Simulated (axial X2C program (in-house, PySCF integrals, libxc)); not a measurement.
# Worked dissociation energy of IF: PBE0, two-component

Computed with an in-house all-electron X2C program for linear molecules (integrals from PySCF). Two-component (2c) means X2C with spin–orbit coupling and atomic mean-field two-electron Coulomb and Gaunt terms. Basis: I dyall-v3z [11s12p8d1f], F dyall-v3z [6s5p2d1f] (cores contracted in-house); Gaussian nuclei, density fitting, unrestricted open shells. Masses: I 126.904 u, F 18.998 u.

Molecular state: Ω = 0 (closed shell).

```
E(I) (2M_J = 3) : -7112.356217 hartree
E(F) (2M_J = 1) : -99.762819 hartree
E(IF) at Re     : -7212.215976 hartree
ωe              : 617.2 cm⁻¹
ωexe            : 2.9 cm⁻¹
```

(1) Work out De and D0.

The state is one determinant whose occupation by symmetry is held fixed; it was picked as the lowest of a PBE0 search that is not exhaustive. Closed shells are restricted here (equal orbitals for both partners); the stretched side of such a curve lies too high. De is counted from the lowest determinant-based energies of the atoms at the same level, without counterpoise correction. The 2c atoms are single determinants rather than J levels; their spin–orbit lowering is only partly caught, and De is too large by that part. This holds for PBE0. The functionals have no current-density term, which raises determinants with orbital currents, atoms included.

Each atomic determinant is the lowest at this level and need not be a pure J level. Totals compare only within one Hamiltonian and basis.

Results:

(1) De = -7112.356217 + (-99.762819) − (-7212.215976) = 0.09694 hartree = 2.638 eV. The zero-point energy is ωe/2 − ωexe/4 = 308 cm⁻¹ = 0.038 eV, so D0 = 2.600 eV.
